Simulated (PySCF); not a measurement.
# Distorted geometries of Gd(NH2)3

Gd(NH2)3 (singlet in the valence; each metal's 4f electrons, 7 of them, lie in its core potential, out of spins and levels). PySCF 2.14.0, RKS r2SCAN, Gd lcecp-1-SVP with ECP53, N def2-SVP, H def2-SVP; non-relativistic Hamiltonian with scalar-relativistic core potentials where named; density fitting; no spin-orbit coupling. Relaxed geometry:

```xyz
10

Gd    0.0000    0.0000    0.0000
N     2.2363    0.0000    0.0000
H     2.8707    0.0000    0.8028
H     2.8707    0.0000   -0.8028
N    -1.1181    1.9367    0.0000
H    -1.4353    2.4861    0.8028
H    -1.4353    2.4861   -0.8028
N    -1.1182   -1.9367    0.0000
H    -1.4354   -2.4861    0.8028
H    -1.4354   -2.4861   -0.8028
```

**Question.** Order these distorted geometries by energy above the relaxed one, lowest first.
A.
```xyz
10

Gd    0.0145   -0.3751    0.0216
N     2.2003    0.1942   -0.1278
H     2.8970   -0.0396    0.7700
H     3.1818    0.0885   -1.0536
N    -1.1014    1.8618    0.0082
H    -1.5345    2.6288    0.8445
H    -1.5355    2.3339   -0.9260
N    -1.0373   -1.9400    0.0988
H    -1.4812   -2.4557    0.8560
H    -1.6038   -2.2967   -0.4918
```
B.
```xyz
10

Gd   -0.2280    0.1022   -0.0184
N     2.3411   -0.0962   -0.0263
H     3.0496    0.0798    0.6381
H     2.9604    0.1206   -0.8452
N    -1.2801    1.9648    0.0799
H    -1.4586    2.2441    0.8978
H    -1.4388    2.6614   -0.5855
N    -1.1506   -1.7962   -0.0808
H    -1.4807   -2.7498    0.7637
H    -1.3143   -2.5306   -0.8234
```
C.
```xyz
10

Gd   -0.0177   -0.0363   -0.0672
N     2.2160   -0.0313   -0.0074
H     2.9111    0.0936    0.8132
H     2.8309   -0.0255   -0.7884
N    -1.0593    1.9235    0.0490
H    -1.4584    2.4721    0.7429
H    -1.4575    2.5503   -0.7732
N    -1.1199   -1.9728    0.0185
H    -1.4059   -2.4628    0.8150
H    -1.4393   -2.5107   -0.8024
```

**Answer.** C (0.39 eV), B (2.68 eV), A (4.79 eV).

**Question.** Which forces (eV/Å) act in the one that lies 2.68 eV up?

**Answer.** 
```
Gd   4.15 -0.18 -0.10
N   -2.06  0.36 -2.07
H    0.79  0.19  1.97
H   -1.06 -0.29  0.06
N    1.97 -3.93 -7.40
H   -2.32  3.51  8.78
H   -0.52  1.69 -1.17
N   -2.54 -6.63  2.38
H    1.25  4.06 -2.58
H    0.34  1.23  0.13
```
Forces carry noise of the integration grid, about 0.01 to 0.03 eV/Å.

No frequency check is given that shows the relaxed geometry to be a minimum. An lcecp potential fixes the number of 4f electrons, so in runs with it no electron can move into or out of that shell.
